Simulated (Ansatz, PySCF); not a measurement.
CH6NO2Ta, SMILES [CH3][Ta](=[NH])([OH])[OH], multiplicity 1. Atoms are numbered in the order given.

```xyz
11

Ta    -0.0409    -0.0259     0.0782
N     -0.1529    -0.9831    -1.4188
H     -0.1874    -1.4918    -2.2944
O      1.7523     0.0516     0.7595
H      2.6128    -0.2905     0.4950
O     -0.9187     1.6744    -0.0780
H     -1.4013     2.1483    -0.7636
C     -1.1946    -1.1842     1.5130
H     -0.7710    -2.1940     1.6454
H     -2.2411    -1.3007     1.1845
H     -1.1914    -0.6732     2.4935
```

Geometry: B3LYP-D3(BJ)/def2-SVP. The multiplicity is an assumed one; other spin states were not compared. The def2 effective core potentials stand for the cores of Ta; spin–orbit coupling is left out. One conformer was computed; it need not be the lowest.

Two levels are set side by side: PBE-D3(BJ)/def2-SVP (Ansatz, a first-principles code) and B3LYP-D3(BJ)/def2-SVP (Ansatz). Each level has its own optimised geometry; the coordinates shown are those of the second. Frequencies come from the Hessian of PySCF at each geometry. Differences are taken from unrounded values.

```csv
quantity,B3LYP-D3(BJ),PBE-D3(BJ),PBE-D3(BJ) minus B3LYP-D3(BJ)
mean bond length (Å),1.405,1.411,0.006
bond Ta1–N2 (Å),1.780,1.785,0.005
bond Ta1–O4 (Å),1.920,1.926,0.006
bond Ta1–O6 (Å),1.920,1.926,0.006
bond Ta1–C8 (Å),2.175,2.171,-0.004
bond N2–H3 (Å),1.013,1.020,0.007
bond O4–H5 (Å),0.963,0.971,0.008
bond O6–H7 (Å),0.963,0.971,0.008
bond C8–H9 (Å),1.103,1.110,0.007
bond C8–H10 (Å),1.103,1.110,0.007
bond C8–H11 (Å),1.106,1.113,0.007
highest harmonic wavenumber (cm⁻¹),3904,3796,-107
mean harmonic wavenumber (cm⁻¹),1217,1187,-30
zero-point energy (kcal/mol),46.98,45.82,-1.17
```

Exact exchange shortens and stiffens bonds; PBE has none. Differences between two approximate levels are no errors against the true value.
